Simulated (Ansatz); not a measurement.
The cluster Li₁₉⁺. The state is a singlet with charge 1. Geometry PBE/def2-SVP.

```xyz
19

Li    3.419   -0.581    2.164
Li   -1.840    1.813   -2.442
Li    0.444   -2.580   -1.465
Li    1.979   -3.378    1.173
Li    0.421    0.344   -1.573
Li    2.995   -0.998   -1.532
Li   -0.015    2.997   -0.376
Li    0.208   -0.614   -4.063
Li   -4.092   -0.009    0.408
Li   -2.131   -1.110   -1.832
Li    1.659    2.189   -3.066
Li    2.573    1.551    0.000
Li   -2.287    0.106    3.022
Li    0.465    1.464    2.409
Li    1.087   -0.844    0.808
Li   -2.641    2.817    1.401
Li    0.620   -1.527    3.414
Li   -1.438    0.579    0.443
Li   -1.426   -2.218    1.107
```

The restricted singlet is unstable towards broken spin symmetry in Hartree–Fock (as tested in another run); at HF/STO-3G, PBE/def2-TZVP, r2SCAN/def2-TZVP, PBE0/def2-SVP and others this wasn't settled. The structure comes from a short search, and lower isomers may exist.

**Question.** Estimate the orbital energies around the gap (eV) in Ansatz with HF/STO-3G, PBE/def2-TZVP, r2SCAN/def2-TZVP, PBE0/def2-SVP, PBE0/def2-TZVP.

**Answer.** 
```
orbital  HF/STO-3G  PBE/def2-TZVP  r2SCAN/def2-TZVP  PBE0/def2-SVP  PBE0/def2-TZVP
 HOMO−9     -65.28         -51.48            -52.95         -55.43          -55.52
 HOMO−8     -10.43          -8.00             -8.19          -8.87           -9.00
 HOMO−7      -8.81          -7.08             -7.18          -7.76           -7.88
 HOMO−6      -8.79          -7.06             -7.16          -7.74           -7.85
 HOMO−5      -8.20          -6.83             -6.90          -7.42           -7.53
 HOMO−4      -6.38          -5.97             -5.96          -6.33           -6.41
 HOMO−3      -6.29          -5.92             -5.92          -6.29           -6.36
 HOMO−2      -6.23          -5.85             -5.83          -6.22           -6.29
 HOMO−1      -6.09          -5.69             -5.66          -6.02           -6.10
   HOMO      -6.03          -5.65             -5.63          -5.98           -6.06
   LUMO      -1.58          -5.06             -4.94          -4.50           -4.58
 LUMO+1      -1.32          -4.63             -4.51          -4.13           -4.19
 LUMO+2      -1.06          -4.57             -4.42          -4.04           -4.10
 LUMO+3      -0.96          -4.43             -4.29          -3.90           -3.97
 LUMO+4      -0.84          -4.39             -4.23          -3.86           -3.91
 LUMO+5      -0.82          -4.39             -4.22          -3.85           -3.91
```
